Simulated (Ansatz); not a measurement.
Mulliken charges of C₄H₅B (`BC=C=C=C`) from r2SCAN/def2-TZVPP in Ansatz (PBE0-D4/def2-TZVP geometry).

```tsv
atom	x (Å)	y (Å)	z (Å)	charge (e)
B1	-1.220	-1.880	0.465	0.019
C2	0.014	-1.079	0.896	-0.286
C3	0.347	0.039	0.265	0.097
C4	0.634	1.097	-0.358	-0.013
C5	0.934	2.198	-1.006	-0.134
H6	-1.884	-1.489	-0.448	-0.001
H7	-1.516	-2.888	1.036	0.001
H8	0.650	-1.395	1.722	0.092
H9	0.326	2.548	-1.835	0.113
H10	1.798	2.797	-0.735	0.112
```

Task: By hand: the dipole of these point charges (1 e Å = 4.8032 D).

Result: Σ q r = (0.171, 0.439, -0.212) e Å, of length 0.517 e Å = 2.48 D.

Task: How does the dipole of the full density compare? (An estimate is asked.)

Result: Computed: (0.234, 0.334, -0.070) e Å, 1.99 D; the point charges give 1.25 times that, at 20° from its direction.

Point charges leave out the atoms' own dipoles, such as those of lone pairs, and Mulliken's split depends on the basis, so the two needn't agree.
